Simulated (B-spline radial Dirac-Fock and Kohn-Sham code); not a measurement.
How the levels of xenon move as electrons are removed

Calculated with a radial finite-basis atomic code, using Dirac-Fock energy differences between relaxed states, corrected for Breit and QED terms. Each ion is free and in its tabulated ground configuration. Electron correlation is not included.

Reference: Xe, [Kr] 4d10 5s2 5p6, with 1s 34563.5 eV, 4s 222.6 eV, 4p1/2 169.2 eV, 4d5/2 66.52 eV, 5s 26.43 eV, Kα1 (K-L3) 29776.3 eV, Kβ1 (K-M3) 33620.2 eV, Lα1 (L3-M5) 4110.7 eV. Shifts from it, in eV (a dash: the subshell is empty, belongs to an open shell averaged over j, or its hole state is left out as unreliable):

```tsv
ion	configuration	1s	4s	4p1/2	4d5/2	5s	Kα1	Kβ1	Lα1
Xe⁺	[Kr] 4d10 5s2 5p5	+11.1	+10.9	+10.8	+10.8	+9.0	+0.09	+0.16	+0.07
Xe²⁺	[Kr] 4d10 5s2 5p4	+23.5	+22.8	+22.7	+22.6	+18.8	+0.24	+0.45	+0.14
Xe³⁺	[Kr] 4d10 5s2 5p3	+36.9	+35.6	–	+35.3	+29.1	+0.41	+0.78	+0.27
Xe⁴⁺	[Kr] 4d10 5s2 5p2	+51.3	+49.2	+48.9	+48.7	+40.0	+0.63	+1.21	+0.43
Xe⁵⁺	[Kr] 4d10 5s2 5p1	?	?	?	?	?	?	?	?
```

Q: Give the missing shifts for Xe⁵⁺.

A: 1s +66.6, 4s +63.6, 4p1/2 +63.3, 4d5/2 +63.0, 5s +51.4, Kα1 +0.91, Kβ1 +1.74, Lα1 +0.63 (eV).

Over this range K (1s) moves by +66.6 eV and Kα1 by +0.9 eV: a line is a difference of two levels that shift in the same direction.
